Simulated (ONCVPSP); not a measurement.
**Cutoff test, zinc (Zn), ONCV**

* Element: zinc (Zn)
* Generator: ONCVPSP 4.0.1
* Type: optimised norm-conserving Vanderbilt (ONCV)
* Functional: LDA (Perdew-Wang 92)
* Relativity: scalar-relativistic
* Frozen core: [Ne] 3s2
* Valence charge: 18
* Reference configuration: 3p6 3d10 4s2
* Partial waves: 4s: rc 1.70 bohr, ncon 4, nbas 9, qcut 3.8 1/bohr, 2 projectors, debl 3 Ha; 3p: rc 0.70 bohr, ncon 4, nbas 8, qcut 10 1/bohr, 3 projectors, debl 1.5 Ha; 3d: rc 1.35 bohr, ncon 5, nbas 10, qcut 11.7 1/bohr, 2 projectors, debl 0.2 Ha
* Local potential: polynomial inside 0.65 bohr (lpopt 5, dvloc0 6 Ha)
* Core correction: Teter function, fcfact 2, rcfact 1.45

In the p channel the program set the typed energies aside and used -3.060, 0.250, 1.750 Ha. In the d channel the program set the typed energies aside and used -0.383, 0.250 Ha.

For each optimised wave give the share of its norm inside rc, the residual kinetic energy above qcut (Ha) and the cutoffs (Ha) for errors of 10, 1, 0.1 and 0.01 mHa per electron.

```csv
wave,norm inside rc,residual KE,10 mHa,1 mHa,0.1 mHa,0.01 mHa
4s,0.180,3.1e-04,3.9,6.2,11.2,33.8
s projector 2,0.112,1.2e-02,7.4,43.7,104.1,129.0
3p,0.538,2.0e-03,37.5,125.2,388.4,449.9
p projector 2,0.033,1.6e-04,28.1,38.7,74.9,462.7
p projector 3,0.028,1.8e-04,28.9,39.6,75.0,308.1
3d,0.835,3.6e-05,50.7,58.7,65.1,142.8
d projector 2,0.026,2.8e-06,36.9,49.2,58.1,65.0
```

The occupied waves need 125 Ha and 388 Ha for 1 and 0.1 mHa. Note: ghosts flagged at negative energy: s at -180.0 eV, p at -1774.7 eV; no localised positive-energy state flagged. A true bound ghost makes a file unfit for plane-wave use.
